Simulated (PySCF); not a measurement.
Gas-phase thermal properties of ScF₃

Energies from PySCF (xtb for GFN2), thermal terms from the rigid-rotor harmonic-oscillator model, ideal gas at 1 bar. 6-31G* has spherical d functions here. All species are closed-shell singlets. B3LYP is the form with VWN-RPA correlation. The harmonic model lacks anharmonicity and excited electronic states, which grow with temperature; levels with a mode under 35 cm⁻¹ are left out. Soft modes under 120 cm⁻¹ make the harmonic entropy rough for ScF₃.

```tsv
level	point group	σ	ZPE (kJ/mol)	S°298 (J/mol/K)	Cp298 (J/mol/K)	S°1000 (J/mol/K)	H1000 − H298 (kJ/mol)
B3LYP/6-31G*	D3h	6	15.6	299.9	66.9	391.3	53.9
GFN2-xTB	D3h	6	12.7	302.4	71.0	396.6	55.3
HF/6-31G*	D3h	6	16.3	295.4	66.3	386.4	53.7
PBE/def2-SVP	D3h	6	15.2	303.5	67.3	395.2	54.1
PBE0/def2-TZVP	D3h	6	15.0	300.4	67.7	392.4	54.2
```
σ: rotational symmetry number. Electronic degeneracy used: 1. Frequencies are unscaled.
